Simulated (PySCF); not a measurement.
# Atomic charges against the basis set

Compound: CH₆N₂Si.
Z-matrix (Å and degrees, PBE0-D3(BJ)/def2-SVP geometry), rows numbered from 1:
```
C 
N   1  1.2611
Si  2  1.7652  1  124.23
N   3  1.7215  2  113.74  1  -124.89
H   1  1.1075  2  120.87  3   179.97
H   1  1.1141  2  124.49  3    -0.06
H   3  1.5012  2  109.99  1    -4.49
H   3  1.4898  2  105.51  1   116.18
H   4  1.0141  3  119.02  2    76.87
H   4  1.0142  3  119.42  2   -63.82
```

PBE0 throughout (PySCF), one geometry, spherical d and f functions. One conformer (not necessarily the lowest) at the PBE0-D3(BJ)/def2-SVP geometry, without solvent, vibrations or thermal averaging. Atoms taken as equivalent share a column and are averaged. The first 7 of 8 kinds of atom are listed.

Mulliken charges (e):

```json
{"basis": "STO-3G", "functions": "30", "C1": "-0.057", "N2": "-0.400", "Si3": "+0.814", "N4": "-0.590", "H5": "+0.074", "H6": "+0.054", "H7/H8": "-0.122"}
{"basis": "6-31G", "functions": "52", "C1": "-0.122", "N2": "-0.534", "Si3": "+0.913", "N4": "-0.987", "H5": "+0.166", "H6": "+0.134", "H7/H8": "-0.126"}
{"basis": "pcSseg-0", "functions": "52", "C1": "-0.108", "N2": "-0.799", "Si3": "+1.082", "N4": "-1.051", "H5": "+0.222", "H6": "+0.191", "H7/H8": "-0.096"}
{"basis": "6-31G*", "functions": "72", "C1": "-0.151", "N2": "-0.409", "Si3": "+0.648", "N4": "-0.911", "H5": "+0.165", "H6": "+0.143", "H7/H8": "-0.098"}
{"basis": "cc-pVDZ", "functions": "90", "C1": "+0.059", "N2": "-0.307", "Si3": "+0.430", "N4": "-0.304", "H5": "+0.046", "H6": "+0.027", "H7/H8": "-0.088"}
{"basis": "def2-SVP", "functions": "90", "C1": "+0.036", "N2": "-0.359", "Si3": "+0.572", "N4": "-0.406", "H5": "+0.056", "H6": "+0.037", "H7/H8": "-0.109"}
{"basis": "aug-cc-pVDZ", "functions": "150", "C1": "+0.643", "N2": "-0.515", "Si3": "+0.341", "N4": "-0.313", "H5": "-0.246", "H6": "-0.225", "H7/H8": "+0.176"}
{"basis": "6-311+G(2d,p)", "functions": "152", "C1": "-0.181", "N2": "-0.407", "Si3": "+0.888", "N4": "-0.806", "H5": "+0.121", "H6": "+0.107", "H7/H8": "-0.087"}
{"basis": "def2-TZVP", "functions": "166", "C1": "-0.117", "N2": "-0.265", "Si3": "+0.405", "N4": "-0.628", "H5": "+0.120", "H6": "+0.095", "H7/H8": "-0.047"}
{"basis": "cc-pVTZ", "functions": "208", "C1": "-0.055", "N2": "-0.245", "Si3": "+0.321", "N4": "-0.339", "H5": "+0.099", "H6": "+0.062", "H7/H8": "-0.063"}
{"basis": "IGLO-III", "functions": "209", "C1": "-0.012", "N2": "-0.547", "Si3": "+1.062", "N4": "-0.691", "H5": "+0.110", "H6": "+0.066", "H7/H8": "-0.193"}
```

IAO charges (e):

```json
{"basis": "STO-3G", "functions": "30", "C1": "-0.147", "N2": "-0.425", "Si3": "+0.911", "N4": "-0.697", "H5": "+0.121", "H6": "+0.089", "H7/H8": "-0.125"}
{"basis": "6-31G", "functions": "52", "C1": "-0.112", "N2": "-0.497", "Si3": "+0.836", "N4": "-0.804", "H5": "+0.148", "H6": "+0.104", "H7/H8": "-0.108"}
{"basis": "pcSseg-0", "functions": "52", "C1": "-0.096", "N2": "-0.500", "Si3": "+0.859", "N4": "-0.783", "H5": "+0.137", "H6": "+0.097", "H7/H8": "-0.114"}
{"basis": "6-31G*", "functions": "72", "C1": "-0.076", "N2": "-0.535", "Si3": "+0.970", "N4": "-0.827", "H5": "+0.133", "H6": "+0.097", "H7/H8": "-0.146"}
{"basis": "cc-pVDZ", "functions": "90", "C1": "-0.079", "N2": "-0.523", "Si3": "+0.962", "N4": "-0.821", "H5": "+0.132", "H6": "+0.096", "H7/H8": "-0.146"}
{"basis": "def2-SVP", "functions": "90", "C1": "-0.072", "N2": "-0.524", "Si3": "+0.977", "N4": "-0.815", "H5": "+0.128", "H6": "+0.093", "H7/H8": "-0.152"}
{"basis": "aug-cc-pVDZ", "functions": "150", "C1": "-0.081", "N2": "-0.538", "Si3": "+0.970", "N4": "-0.852", "H5": "+0.139", "H6": "+0.100", "H7/H8": "-0.143"}
{"basis": "6-311+G(2d,p)", "functions": "152", "C1": "-0.080", "N2": "-0.548", "Si3": "+1.005", "N4": "-0.863", "H5": "+0.139", "H6": "+0.101", "H7/H8": "-0.152"}
{"basis": "def2-TZVP", "functions": "166", "C1": "-0.079", "N2": "-0.548", "Si3": "+1.017", "N4": "-0.862", "H5": "+0.137", "H6": "+0.101", "H7/H8": "-0.156"}
{"basis": "cc-pVTZ", "functions": "208", "C1": "-0.081", "N2": "-0.542", "Si3": "+1.002", "N4": "-0.856", "H5": "+0.137", "H6": "+0.100", "H7/H8": "-0.153"}
{"basis": "IGLO-III", "functions": "209", "C1": "-0.080", "N2": "-0.549", "Si3": "+1.014", "N4": "-0.866", "H5": "+0.139", "H6": "+0.101", "H7/H8": "-0.155"}
```

Hirshfeld charges (e):

```
        basis  functions      C1      N2     Si3      N4      H5      H6   H7/H8
       STO-3G         30  +0.019  -0.262  +0.505  -0.309  +0.020  +0.005  -0.083
        6-31G         52  +0.024  -0.268  +0.382  -0.316  +0.049  +0.035  -0.076
     pcSseg-0         52  +0.018  -0.248  +0.401  -0.313  +0.043  +0.028  -0.084
       6-31G*         72  +0.030  -0.254  +0.355  -0.304  +0.046  +0.038  -0.081
      cc-pVDZ         90  +0.021  -0.235  +0.373  -0.304  +0.044  +0.032  -0.087
     def2-SVP         90  +0.022  -0.239  +0.379  -0.307  +0.043  +0.034  -0.089
  aug-cc-pVDZ        150  +0.016  -0.254  +0.392  -0.320  +0.050  +0.040  -0.081
6-311+G(2d,p)        152  +0.019  -0.259  +0.390  -0.316  +0.050  +0.040  -0.082
    def2-TZVP        166  +0.019  -0.252  +0.382  -0.317  +0.049  +0.039  -0.083
      cc-pVTZ        208  +0.018  -0.247  +0.382  -0.317  +0.048  +0.038  -0.084
     IGLO-III        209  +0.015  -0.251  +0.384  -0.317  +0.049  +0.039  -0.080
```

Some averages cover members that differ in this geometry, most widely: H7/H8, Mulliken in aug-cc-pVDZ +0.135 to +0.217; H7/H8, Mulliken in 6-31G -0.144 to -0.108; H7/H8, Mulliken in pcSseg-0 -0.112 to -0.081; H7/H8, IAO in 6-31G -0.122 to -0.093 e.

Task: Which scheme is steadiest as the basis changes?

Result: Largest range over the bases for any column: Hirshfeld 0.15 e, IAO 0.18 e, Mulliken 0.82 e. Hirshfeld charges move least and Mulliken charges most, counted in e. Without the minimal STO-3G basis the ranges are Hirshfeld 0.05, IAO 0.18, Mulliken 0.82 e.

Task: How much do the charges still move between the two largest bases, cc-pVTZ and IGLO-III?

Result: At most, over all atoms: Mulliken 0.741 e, IAO 0.012 e, Hirshfeld 0.005 e.

Task: What do the same runs give for the total energy, the frontier levels and the dipole moment?

Result: 
| basis | energy (Eh) | HOMO (eV) | LUMO (eV) | μ (D) |
| --- | --- | --- | --- | --- |
| STO-3G | -435.1248 | -3.66 | 3.05 | 0.92 |
| 6-31G | -440.3011 | -6.58 | -0.50 | 1.48 |
| pcSseg-0 | -439.7118 | -6.65 | -0.61 | 1.48 |
| 6-31G* | -440.3938 | -6.71 | -0.41 | 1.42 |
| cc-pVDZ | -440.4202 | -6.69 | -0.48 | 1.31 |
| def2-SVP | -440.2164 | -6.77 | -0.58 | 1.35 |
| aug-cc-pVDZ | -440.4384 | -6.95 | -0.90 | 1.28 |
| 6-311+G(2d,p) | -440.4830 | -7.00 | -0.92 | 1.35 |
| def2-TZVP | -440.4974 | -6.94 | -0.82 | 1.35 |
| cc-pVTZ | -440.4932 | -6.89 | -0.74 | 1.31 |
| IGLO-III | -440.5021 | -6.98 | -0.88 | 1.32 |

The dipole is fixed by the density alone, so its range of 0.56 D shows that the density itself changes with the basis, not only its division among atoms.
